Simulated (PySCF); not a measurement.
The dipole of `C[SiH2]N[Si@H](C)P` from its density and from atomic charges.

Coordinates (GFN2-xTB, Å) and charges (e) from the PBE0/pcSseg-1 density (PySCF):

```json
{"atom": "C1", "x": "-3.209", "y": "0.019", "z": "-0.629", "Mulliken": "-0.6490", "IAO": "-0.7235", "Hirshfeld": "-0.2115", "ESP-fitted": "-0.6811"}
{"atom": "Si2", "x": "-1.690", "y": "0.183", "z": "0.490", "Mulliken": "+0.7762", "IAO": "+0.9061", "Hirshfeld": "+0.3786", "ESP-fitted": "+0.7616"}
{"atom": "N3", "x": "-0.328", "y": "-0.386", "z": "-0.422", "Mulliken": "-0.8435", "IAO": "-0.9450", "Hirshfeld": "-0.3368", "ESP-fitted": "-0.7892"}
{"atom": "Si4", "x": "1.301", "y": "-0.611", "z": "0.111", "Mulliken": "+0.7293", "IAO": "+0.8757", "Hirshfeld": "+0.3482", "ESP-fitted": "+0.7311"}
{"atom": "C5", "x": "1.914", "y": "0.977", "z": "0.963", "Mulliken": "-0.6261", "IAO": "-0.7292", "Hirshfeld": "-0.2169", "ESP-fitted": "-0.7572"}
{"atom": "P6", "x": "2.437", "y": "-1.167", "z": "-1.751", "Mulliken": "-0.2630", "IAO": "-0.1293", "Hirshfeld": "-0.0355", "ESP-fitted": "-0.4598"}
{"atom": "H7", "x": "-3.090", "y": "0.582", "z": "-1.551", "Mulliken": "+0.1388", "IAO": "+0.1568", "Hirshfeld": "+0.0445", "ESP-fitted": "+0.1698"}
{"atom": "H8", "x": "-4.093", "y": "0.397", "z": "-0.126", "Mulliken": "+0.1406", "IAO": "+0.1600", "Hirshfeld": "+0.0446", "ESP-fitted": "+0.1659"}
{"atom": "H9", "x": "-3.401", "y": "-1.016", "z": "-0.895", "Mulliken": "+0.1393", "IAO": "+0.1568", "Hirshfeld": "+0.0445", "ESP-fitted": "+0.1598"}
{"atom": "H10", "x": "-1.833", "y": "-0.628", "z": "1.706", "Mulliken": "-0.1128", "IAO": "-0.1559", "Hirshfeld": "-0.0902", "ESP-fitted": "-0.1706"}
{"atom": "H11", "x": "-1.460", "y": "1.584", "z": "0.864", "Mulliken": "-0.1119", "IAO": "-0.1547", "Hirshfeld": "-0.0893", "ESP-fitted": "-0.1621"}
{"atom": "H12", "x": "-0.538", "y": "-0.756", "z": "-1.336", "Mulliken": "+0.2255", "IAO": "+0.2696", "Hirshfeld": "+0.1086", "ESP-fitted": "+0.3524"}
{"atom": "H13", "x": "1.405", "y": "-1.739", "z": "1.056", "Mulliken": "-0.0798", "IAO": "-0.1538", "Hirshfeld": "-0.0935", "ESP-fitted": "-0.1436"}
{"atom": "H14", "x": "2.978", "y": "0.927", "z": "1.178", "Mulliken": "+0.1399", "IAO": "+0.1571", "Hirshfeld": "+0.0411", "ESP-fitted": "+0.1638"}
{"atom": "H15", "x": "1.741", "y": "1.848", "z": "0.337", "Mulliken": "+0.1446", "IAO": "+0.1580", "Hirshfeld": "+0.0416", "ESP-fitted": "+0.1888"}
{"atom": "H16", "x": "1.390", "y": "1.135", "z": "1.900", "Mulliken": "+0.1441", "IAO": "+0.1574", "Hirshfeld": "+0.0423", "ESP-fitted": "+0.2006"}
{"atom": "H17", "x": "3.607", "y": "-1.459", "z": "-1.079", "Mulliken": "+0.0547", "IAO": "-0.0024", "Hirshfeld": "-0.0100", "ESP-fitted": "+0.1300"}
{"atom": "H18", "x": "2.861", "y": "0.116", "z": "-2.040", "Mulliken": "+0.0533", "IAO": "-0.0036", "Hirshfeld": "-0.0101", "ESP-fitted": "+0.1399"}
```

Task: Form Σ q r in debye for every column and set it beside the full dipole.

Result: The full density gives (-0.40, 0.83, 0.13) D, 0.93 D in size; dipole vectors point from the negative to the positive end.

```
    scheme     μx     μy     μz  size (D)  share of the full size (%)  angle to the full dipole (°)
  Mulliken   0.17   0.24   1.78      1.80                         194                            78
       IAO  -0.24  -0.23   0.68      0.75                          81                            91
 Hirshfeld  -0.37  -0.08  -0.30      0.48                          52                            85
ESP-fitted  -0.41   0.83   0.11      0.93                         100                             1
```

Task: Which set comes closest?

Result: Length of the difference vector: ESP-fitted 0.02 D, Hirshfeld 1.01 D, IAO 1.20 D, Mulliken 1.84 D. Closest: ESP-fitted. 

Task: What is left for the Hirshfeld atoms' own dipoles?

Result: The Hirshfeld atoms' densities add up to the full density, so μ = Σ q r + Σ (atomic dipoles). The atomic dipoles sum to (-0.40, 0.83, 0.13) − (-0.37, -0.08, -0.30) = (-0.03, 0.91, 0.43) D, 1.01 D in size.

Task: With the origin at the mean of the coordinates, (0.000, 0.000, -0.068) Å, which are the largest single terms, by size, of the Hirshfeld dipole along the direction of the full one?

Result: Si4 -1.80, Si2 +1.75, C1 -1.34, H11 -0.93, H13 +0.90 D; all 18 atoms together +0.04 D. The single terms depend on the origin, their sum doesn't.

Task: Give the size of the full dipole in other units.

Result: 0.93 D = 0.365 au = 0.193 e·Å = 3.09 × 10⁻³⁰ C·m.

Geometry: GFN2-xTB, one conformer, isolated molecule.

The values belong to the conformer `[CH3:1][SiH2:2][NH:3][Si@H:4]([CH3:5])[PH2:6]`: C1–Si2–N3–Si4 -174°, Si2–N3–Si4–C5 -51°, H–P6–Si4–N3 -173°, H–P6–Si4–N3 95°.
